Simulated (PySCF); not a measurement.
**Magnetic susceptibility: `C=C[Si@@H](P)C(F)F`, C₃H₇F₂PSi**

Molfile (atoms numbered from 1):
```
C3H7F2PSi
     RDKit          3D

 14 13  0  0  0  0  0  0  0  0999 V2000
    2.0466    0.1420   -1.1160 C   0  0  0  0  0  0  0  0  0  0  0  0
    1.5012   -0.3027    0.0060 C   0  0  0  0  0  0  0  0  0  0  0  0
   -0.1889    0.2543    0.6212 Si  0  0  1  0  0  4  0  0  0  0  0  0
   -1.1129    1.5842   -0.9234 P   0  0  0  0  0  0  0  0  0  0  0  0
   -1.3318   -1.3210    0.6979 C   0  0  0  0  0  0  0  0  0  0  0  0
   -0.6541   -2.3845    1.2103 F   0  0  0  0  0  0  0  0  0  0  0  0
   -1.7177   -1.6861   -0.5557 F   0  0  0  0  0  0  0  0  0  0  0  0
    1.5447    0.8741   -1.7331 H   0  0  0  0  0  0  0  0  0  0  0  0
    3.0052   -0.1998   -1.4738 H   0  0  0  0  0  0  0  0  0  0  0  0
    2.0306   -1.0411    0.5946 H   0  0  0  0  0  0  0  0  0  0  0  0
   -0.1189    0.7170    2.0183 H   0  0  0  0  0  0  0  0  0  0  0  0
   -2.2687    1.8471   -0.2023 H   0  0  0  0  0  0  0  0  0  0  0  0
   -0.4870    2.7311   -0.4607 H   0  0  0  0  0  0  0  0  0  0  0  0
   -2.2490   -1.2151    1.2945 H   0  0  0  0  0  0  0  0  0  0  0  0
  1  2  2  0
  2  3  1  0
  3  4  1  0
  3  5  1  0
  5  6  1  0
  5  7  1  0
  1  8  1  0
  1  9  1  0
  2 10  1  0
  3 11  1  1
  4 12  1  0
  4 13  1  0
  5 14  1  0
M  END
```

Theory: GIAO HSE06/MINI magnetisability, rotational g tensor and spin-rotation constants, non-relativistic, gas phase in PySCF 2.14.0. Geometry: GFN2-xTB.

(1) What are the magnetisability and the molar susceptibility?

(2) Split it along the inertial axes a, b, c into diamagnetic and paramagnetic parts about the centre of mass, with the quadrupole moment.

(3) And the rotational g tensor?

Answers

(1) Isotropic -1479 × 10⁻³⁰ J/T², or -89.1 × 10⁻⁶ cm³/mol; principal values -1640, -1414, -1384 × 10⁻³⁰ J/T², anisotropy 242 × 10⁻³⁰ J/T² (root of half the summed squared differences of the principal values). The susceptibility is in cgs units.

(2) 
| axis | χ (10⁻⁶ cm³/mol) | diamagnetic (10⁻⁶ cm³/mol) | paramagnetic (10⁻⁶ cm³/mol) | summed x² of all electrons (Å²) | quadrupole Θ (D Å) |
| --- | --- | --- | --- | --- | --- |
| a | -92.1 | -724.4 | 632.3 | 179.9 | -1.83 |
| b | -86.7 | -967.0 | 880.3 | 122.7 | +5.54 |
| c | -88.5 | -1283.9 | 1195.5 | 48.0 | -3.71 |

Anisotropies 2χaa − χbb − χcc = -9.1 and 2χbb − χaa − χcc = +7.2 × 10⁻⁶ cm³/mol. Θ is traceless in Buckingham's convention.

(3) 
| axis | rotational constant (GHz) | g | nuclear part | electronic part |
| --- | --- | --- | --- | --- |
| a | 1.9776 | -0.0200 | 0.5674 | -0.5874 |
| b | 1.3208 | -0.0194 | 0.5268 | -0.5463 |
| c | 0.9744 | -0.0110 | 0.5362 | -0.5473 |

Asymmetric top; isotopes 12C, 19F, 1H, 31P, 28Si; no vibrational averaging.
